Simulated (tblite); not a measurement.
`C=C[C@](C=O)(C[SiH3])C(F)F`. The geometry is computed with GFN2-xTB (gas phase).

```
atom  x, y, z in Å
C1    -2.5836    0.6740    0.2479
C2    -1.7230    0.0093   -0.5006
C3    -0.2877   -0.2687   -0.0907
C4    -0.3431   -0.7610    1.3457
O5    -0.0610   -0.1032    2.3032
C6     0.5522    1.0045   -0.2212
Si7    2.4064    0.8325    0.2215
C8     0.2597   -1.3847   -0.9810
F9     1.4391   -1.8596   -0.5135
F10   -0.5776   -2.4516   -1.0068
H11   -3.5842    0.8747   -0.0931
H12   -2.3244    1.0506    1.2237
H13   -2.0096   -0.3622   -1.4751
H14   -0.7240   -1.7943    1.4372
H15    0.1064    1.7472    0.4406
H16    0.4447    1.3884   -1.2378
H17    3.1111    0.2771   -0.9360
H18    2.6000   -0.0037    1.3965
H19    2.8751    2.1996    0.4571
H20    0.4184   -1.0582   -2.0206
```

Q: What is the longest distance between nuclei?

A: H11···H17, 6.77 Å; the next longest distance is 6.62 Å.

Q: Work out the bond lengths C1–H12, C3–C4, C3–C6, C4=O5, C6–Si7, C8–F9, C8–H20 in Å.

A: For C1–H12 the difference vector is (0.2592, 0.3766, 0.9758) Å, of length 1.0776 Å. C1–H12 1.078; C3–C4 1.519; C3–C6 1.531; C4=O5 1.195; C6–Si7 1.914; C8–F9 1.355; C8–H20 1.101 Å.

Q: Where is the centre of mass (commonest isotopes), and what is the radius of gyration?

A: Mass 164.047 u; centre at (0.208, -0.394, 0.067) Å; Rg = √(Σ m r²/M) = 2.170 Å. As Ia + Ib + Ic = 2 Σ m r², the three principal moments sum to 1544.9 u·Å².

Q: What are the angles H11–C1–H12, C1–C2–C3, C4–C3–C6, C3–C6–H15, C6–Si7–H19, F9–C8–H20, F10–C8–H20?

A: From the scalar product of the two bond vectors; for H11–C1–H12 it is -0.5165 Å² over 1.0760 × 1.0776 Å², cos θ = -0.4455. H11–C1–H12 116.5°; C1–C2–C3 123.7°; C4–C3–C6 111.7°; C3–C6–H15 106.9°; C6–Si7–H19 105.3°; F9–C8–H20 107.7°; F10–C8–H20 107.7°.

Q: Write the matrix of distances between heavy atoms (Å, lower triangle).

A: 
```
C1    0.000
C2    1.320  0.000
C3    2.505  1.518  0.000
C4    2.878  2.430  1.519  0.000
O5    3.345  3.261  2.410  1.195  0.000
C6    3.188  2.499  1.531  2.525  2.824  0.000
Si7   4.993  4.272  2.927  3.371  3.361  1.914  0.000
C8    3.719  2.471  1.529  2.483  3.540  2.524  3.312  0.000
F9    4.815  3.673  2.386  2.800  3.643  3.012  2.954  1.355  0.000
F10   3.920  2.761  2.385  2.906  4.091  3.720  4.604  1.356  2.159  0.000
```

Its GFN2-xTB frequencies are all real (lowest 24 cm⁻¹). One conformer, not necessarily the lowest.
